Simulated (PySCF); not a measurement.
CH5Ge, SMILES [CH2][GeH3], multiplicity 2. Atoms are numbered in the order given.

```xyz
7

C      1.5687    -0.1879     0.0052
Ge    -0.3452     0.0422    -0.0019
H      2.2536     0.6610     0.0207
H      2.0287    -1.1776     0.0101
H     -0.9604    -0.4195     1.3471
H     -0.6995     1.5301    -0.2268
H     -0.9894    -0.8176    -1.1197
```
Charge 0, spin multiplicity 2.

Geometry: PBE-D3(BJ)/def2-TZVP. The isomer is the one that the SMILES or the coordinates give; other isomers of the formula were not compared.

The numbers are results of r2SCAN/def2-TZVPD (PySCF), not measurements.

Mulliken values depend strongly on the basis, most of all with diffuse functions as here. ESP charges are fitted to the potential on shells at 1.4 to 2.0 van der Waals radii. Atomic charges (e):

```csv
atom,meta-Löwdin,ESP fit,Mulliken,Mulliken spin
C1,-0.43,-0.44,-0.54,1.18
Ge2,0.34,0.31,0.04,-0.08
H3,0.13,0.17,0.23,-0.09
H4,0.13,0.17,0.23,-0.09
H5,-0.06,-0.07,0.02,0.05
H6,-0.06,-0.07,0.00,0.00
H7,-0.06,-0.07,0.02,0.03
```
